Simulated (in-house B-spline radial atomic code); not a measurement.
Inner-shell binding energies (edges) and X-ray emission energies of free atoms and ions, as differences of relaxed hole-state energies with first-order Breit, QED and recoil terms, without correlation or multiplet splittings, in NIST's listed ground configurations. For neutral atoms such line energies lie within some 1 to 5 eV of tabulated X-ray lines (up to 20 eV for the heaviest). Removing outer electrons raises all edges nearly alike, so lines move far less than edges. K = 1s, L1 = 2s, L2 = 2p1/2, L3 = 2p3/2, M3 = 3p3/2. A dash marks a subshell that is part filled or wasn't run, or a line left out. Computed with an all-electron radial atomic-structure program (B-spline basis): Dirac-Hartree-Fock, average of the configuration, finite nuclei.

```tsv
ion	configuration	K edge (eV)	L1 edge (eV)	L3 edge (eV)	K-L3 (eV)	K-L2 (eV)	K-M3 (eV)
Rh+	[Kr] 4d8	23236.5	3435.3	3022.18	20214.3	20071.8	22720.3
Rh2+	[Kr] 4d7	23251.7	3450.68	3037.55	20214.1	20071.6	22720.3
Rh3+	[Kr] 4d6	?	?	?	?	?	?
Rh4+	[Kr] 4d5	?	?	?	?	?	?
Rh5+	[Kr] 4d4	23308.1	3507.76	3094.59	20213.5	20071	22720.8
Rh6+	[Kr] 4d3	23330	3529.95	3116.77	20213.3	20070.8	22721.3
Rh7+	[Kr] 4d2	23353.4	3553.6	3140.4	20213	20070.5	22722
```

Task: Fill in the row of Rh3+.

Result: K edge (eV): 23268.8; L1 edge (eV): 3468.01; L3 edge (eV): 3054.86; K-L3 (eV): 20213.9; K-L2 (eV): 20071.4; K-M3 (eV): 22720.3.

Task: Fill in the row of Rh4+.

Result: K edge (eV): 23287.7; L1 edge (eV): 3487.09; L3 edge (eV): 3073.92; K-L3 (eV): 20213.7; K-L2 (eV): 20071.2; K-M3 (eV): 22720.5.
